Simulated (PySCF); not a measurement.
An unknown is described by computed data only.

Formula: C2H11N3Si2.

| Property | Result |
| --- | --- |
| 13C NMR | chemical shifts (computed TMS as zero) by class: 37.7 (2 C) ppm [GIAO KT2/pcSseg-1] |
| NMR, other nuclei | isotropic shieldings of nuclei other than C and H, by class: 197 (1 N), 233 (2 N), 388 (1 Si), 391 (1 Si) ppm [GIAO KT2/pcSseg-1] |
| Rotational structure | rotational constants A, B, C: 4.069, 1.089, 1.042 GHz [PBE0-D3(BJ)/def2-SVP] |
| 1H NMR | chemical shifts (computed TMS as zero) by class: 5.79 (1 H), 5.66 (1 H), 5.39 (1 H), 2.73 (6 H), 0.20 (2 H) ppm [GIAO KT2/pcSseg-1] |
| Dipole | 0.89 D [CAM-B3LYP/def2-SVPD] |
| Valence photoelectron | vertical ionisation energy: 8.29 eV [ΔSCF CAM-B3LYP/def2-SVPD] |
| Polarisability | 95.9 au [CAM-B3LYP/def2-SVPD] |

Gas-phase values; electronic properties from PySCF, density fitting. Levels stand in brackets. Geometry: PBE0-D3(BJ)/def2-SVP, one conformer, isolated molecule. Each NMR value is the plain mean over a class of atoms that symmetry, rotation or inversion makes alike.

Question: Give a SMILES that accounts for the data.

Answer: Numbering: `[CH3:1][N:2]([CH3:3])[SiH:4]1[NH:5][SiH2:6][NH:7]1`. Its formula, C2H11N3Si2, gives 1 degree of unsaturation: 1 ring and 0 π bonds in the structure found. 2 carbons fall into 1 class: N-methyl carbon [C1/C3] (37.7 ppm, 2 C, up to 2.5 ppm apart in this geometry). Hydrogen classes from least to most shielded: 1 H on an SiH2 silicon, Si6 (5.79 ppm), 1 H on an SiH2 silicon, Si6 (5.66 ppm), 1 H on an SiH silicon, Si4 (5.39 ppm), 6 H on 2 N-methyl carbons, C1/C3 (2.73 ppm, a mean of values up to 1.4 ppm apart in this geometry), 2 H on 2 like atoms (nitrogen bridging silicon atoms), N5/N7 (0.20 ppm). The other shieldings belong to: 197 ppm, silicon-bound nitrogen [N2]; 233 ppm, nitrogen bridging silicon atoms [N5/N7]; 388 ppm, SiH silicon [Si4]; 391 ppm, SiH2 silicon [Si6]. The first electron is taken from the HOMO, whose largest Löwdin shares are 0.50 on the silicon-bound nitrogen, 0.09 on an N-methyl carbon, 0.08 on a nitrogen bridging silicon atoms and 0.07 on an N-methyl carbon. The optimised geometry has point group C1 and is an asymmetric top. Structure: `CN(C)[SiH]1N[SiH2]N1`. The assignments are read from this structure; whether some other isomer fits the data as well wasn't checked.

The values belong to the conformer `[CH3:1][N:2]([CH3:3])[SiH:4]1[NH:5][SiH2:6][NH:7]1`: C1–N2–Si4–N5 -46°.
